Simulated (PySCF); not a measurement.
**Working out the ionisation energy of Mn(11+)**

Mn(11+) [Ne] 3s2 3p2 (3P) → Mn(12+) [Ne] 3s2 3p1 (2P). Calculation: PySCF 2.14, in an uncontracted even-tempered set (19 s from 0.59 bohr⁻², ratio 2.5; 12 p from 0.76 bohr⁻², ratio 2.5; 5 d from 4.4 bohr⁻², ratio 2.7; 4 f from 6.6 bohr⁻², ratio 2.7); the spin-free X2C one-electron Hamiltonian (Gaussian nucleus). Frozen: 1s2; the 22 highest virtual orbitals dropped. Energies in hartree (1 hartree = 27.21139 eV):

| part | Mn(11+) (lower) | Mn(12+) (upper) |
| --- | --- | --- |
| UHF | -1108.418443 | -1096.951615 |
| MP2 opposite-spin | -0.323597 | -0.313545 |
| MP2 same-spin | -0.111373 | -0.100166 |

Question: What does Hartree-Fock give?

Answer: (-1096.951615) − (-1108.418443) = 11.466828 hartree = 312.028 eV.

Question: What do MP2 and SCS-MP2 (6/5 opposite-spin, 1/3 same-spin) give?

Answer: The opposite-spin parts differ by 0.274 eV and the same-spin parts by 0.305 eV. MP2: 312.028 + (0.274) + (0.305) = 312.607 eV. SCS-MP2: 312.028 + 1.2 × (0.274) + (0.305)/3 = 312.458 eV.

A first-order spin-orbit estimate adds -0.054 eV to MP2 (outer shells), giving 312.553 eV against 314.4 ± 0.6 eV (semi-empirical (NIST evaluation); NIST Atomic Spectra Database, ionization energies).

What remains against the reference includes basis incompleteness, the frozen core and correlation beyond second order.
